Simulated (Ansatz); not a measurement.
Consider the ligand exchange at a B–C bond: `BC(B)[SiH3]` + `OBF` → `BOBF` + `BC[SiH3]`.

Gas-phase electronic energies from Ansatz, PBE0-D4/def2-TZVP geometries. CCSD(T)/CBS adds triple-zeta CCSD(T) − MP2 to the extrapolated MP2 energy (def2 sets, frozen cores). This one scheme is used for every species. Functionals use def2-TZVPP. B3LYP here is the variant with VWN-RPA as its local correlation; programs differ in this. Each species was taken in one conformer, which may not be the lowest.

`BC(B)[SiH3]`:

Z-matrix (Å, degrees):
```
Si
C 1 1.911
B 1 2.450 2 39.0
H 1 1.480 2 112.2 3 -96.5
H 1 1.494 2 109.3 3 23.9
H 1 1.483 2 107.6 3 140.8
B 2 1.530 1 107.2 3 115.2
H 2 1.091 1 108.2 3 -117.3
H 3 1.196 1 121.5 2 106.3
H 3 1.199 1 95.0 2 -124.4
H 7 1.198 2 120.8 1 124.7
H 7 1.197 2 120.0 1 -56.5
```

`OBF`:

```xyz
5

O     0.338   -0.005   -0.945
B    -0.192    0.253    0.262
F    -0.170   -0.674    1.218
H     0.710   -0.890   -1.019
H    -0.686    1.315    0.484
```

`BOBF`:

```xyz
7

B    -0.920   -0.753   -0.320
O    -0.483    0.415    0.229
B     0.825    0.780    0.338
F     1.082    1.945    0.896
H    -0.128   -1.545   -0.748
H    -2.100   -0.938   -0.348
H     1.725    0.095   -0.046
```

`BC[SiH3]`:

```xyz
10

B    -0.950   -1.072    0.533
C    -0.067    0.147    0.814
Si    0.694    0.651   -0.848
H    -2.092   -0.935    0.196
H    -0.494   -2.179    0.574
H     0.795   -0.045    1.461
H    -0.603    1.041    1.145
H    -0.363    1.040   -1.817
H     1.593    1.813   -0.629
H     1.487   -0.462   -1.430
```

```json
{"level": "B3LYP-D4", "ΔE (kcal/mol)": "-20.4"}
{"level": "B2PLYP", "ΔE (kcal/mol)": "-20.9"}
{"level": "BLYP", "ΔE (kcal/mol)": "-21.4"}
{"level": "B3LYP", "ΔE (kcal/mol)": "-21.8"}
{"level": "r2SCANh", "ΔE (kcal/mol)": "-18.3"}
{"level": "r2SCAN0", "ΔE (kcal/mol)": "-18.7"}
{"level": "MP2/def2-SVP", "ΔE (kcal/mol)": "-21.5"}
{"level": "CCSD/def2-TZVPP", "ΔE (kcal/mol)": "-20.2"}
```

Problem. What does CCSD(T)/CBS give? (An estimate is asked.)

Solution. Ansatz gave: -18.8 kcal/mol. The listed levels differ from it by -1.6, -2.1, -2.6, -3.0, 0.5, 0.1, -2.7, -1.4 kcal/mol.

Problem. What do rigid-rotor, harmonic-oscillator terms from PBE0-D4/def2-TZVP frequencies (298.15 K, 1 bar) make of the CCSD(T)/CBS value? (Estimate.)

Solution. Ansatz gave: ΔZPE = -0.5 kcal/mol, ΔH = -19.0 kcal/mol, ΔS = 11 J/(mol·K), ΔG = -19.8 kcal/mol.

Largest T1 diagnostic among the species: 0.013.

At CCSD(T), def2-SVP lies −3.1 kcal/mol from the extrapolated value and def2-TZVPP −0.3 kcal/mol. From BLYP to BHLYP (50 % exact exchange), in def2-TZVPP and without D4, ΔE moves by −1.8 kcal/mol.
